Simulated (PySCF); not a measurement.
C4H3N2, SMILES [c]1cncnc1, multiplicity 2. Coordinates come from a PBE0-D3(BJ)/def2-SVP optimisation. The isomer is the one that the SMILES or the coordinates give; other isomers of the formula were not compared.

Computed equilibrium geometry at PBE0-D3(BJ)/def2-SVP (PySCF confirms it by a frequency run) as bond lengths and angles, and its point group:
point group C2v.
Atoms: C1 C2 N3 C4 N5 C6 H7 H8 H9. Bonded distances (Å): C1–C2 1.378, C1–C6 1.378, C2–N3 1.338, C2–H7 1.096, N3–C4 1.330, C4–N5 1.330, C4–H8 1.097, N5–C6 1.338, C6–H9 1.096. Angles (°): C2–C1–C6 121.2, C1–C2–N3 119.0, C1–C2–H7 123.4, N3–C2–H7 117.7, C2–N3–C4 116.7, N3–C4–N5 127.3, N3–C4–H8 116.3, N5–C4–H8 116.3, C4–N5–C6 116.7, C1–C6–N5 119.0, C1–C6–H9 123.4, N5–C6–H9 117.7.
Charge 0, spin multiplicity 2.
